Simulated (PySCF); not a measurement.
A calculated (UHF, PySCF 2.14, aug-cc-pVDZ-DK, the spin-free X2C one-electron Hamiltonian (Gaussian nucleus)) atom or ion has these occupied shells.

```
shell  electrons  orbital energy (eV)  rms radius, mean of both spins (bohr)
 1s α          1             -12736.6                                 0.0508
 1s β          1             -12736.4                                 0.0508
 2s α          1              -1696.5                                  0.212
 2s β          1              -1696.4                                  0.212
 2p α          3              -1487.5                                  0.189
 2p β          3              -1487.3                                  0.189
 3s α          1              -251.05                                  0.612
 3s β          1              -250.67                                  0.612
 3p α          3              -183.33                                  0.636
 3p β          3              -182.83                                  0.636
 3d α          5              -70.759                                  0.697
 3d β          5              -70.483                                  0.697
 4s α          1              -26.150                                   1.97
 4s β          1              -20.859                                   1.97
 4p α          3              -11.589                                   2.49
 4p β          1               -9.346                                   2.49
```

(1) Name the element and its charge.

## Answers

(1) Se (selenium, neutral), in [Ar] 3d10 4s2 4p4, high-spin 3P determinant.
